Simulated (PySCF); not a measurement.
# Orbital picture of BrCl

PBE0 at R = 2.137 Å; basis Br cc-pVTZ-PP with ECP10, Cl cc-pV(T+d)Z; scalar-relativistic core potentials; PySCF 2.14. State: ¹Σ⁺ (singlet), closed shell. Only the outer orbitals are listed, counted within each symmetry, core potentials removing the inner ones.

| orbital | occ. | ε (eV) | on Br (%) | main shells (%) |
| --- | --- | --- | --- | --- |
| 7σ | 2 | -25.23 | 45 | 51 Cl s, 42 Br s |
| 8σ | 2 | -21.35 | 54 | 53 Br s, 44 Cl s |
| 9σ | 2 | -12.62 | 44 | 52 Cl p, 40 Br p |
| 4π | 2 | -10.93 | 39 | 61 Cl p, 38 Br p |
| 4π | 2 | -10.93 | 39 | 61 Cl p, 38 Br p |
| 5π | 2 | -8.33 | 62 | 62 Br p, 38 Cl p |
| 5π | 2 | -8.33 | 62 | 62 Br p, 38 Cl p |
| 10σ | 0 | -3.36 | 58 | 55 Br p, 41 Cl p |
| 11σ | 0 | 5.01 | 99 | 82 Br s, 9 Br d, 9 Cl d |
| 12σ | 0 | 6.82 | 75 | 49 Br p, 18 Cl d, 18 Br s |

Task: Which are the highest filled and the lowest empty level, where do they sit, and how wide is the gap?

Result: Highest filled 5π at -8.33 eV (in %: 62 Br p, 38 Cl p); lowest empty 10σ at -3.36 eV (in %: 55 Br p, 41 Cl p); the gap at PBE0 is 4.97 eV.

| Property | Result |
| --- | --- |
| bond order (Mayer) | 1.08 |
| ⟨S²⟩ | 0.000 |
| charge on Br (Mulliken, basis-dependent) | 0.11 |
| charge on Br (Löwdin, basis-dependent) | 0.03 |
| dipole moment (positive dipole means Br(−)Cl(+)) | -0.56 D |
| polarisability along the bond | 45.0 bohr³ |
| polarisability across the bond | 21.9 bohr³ |
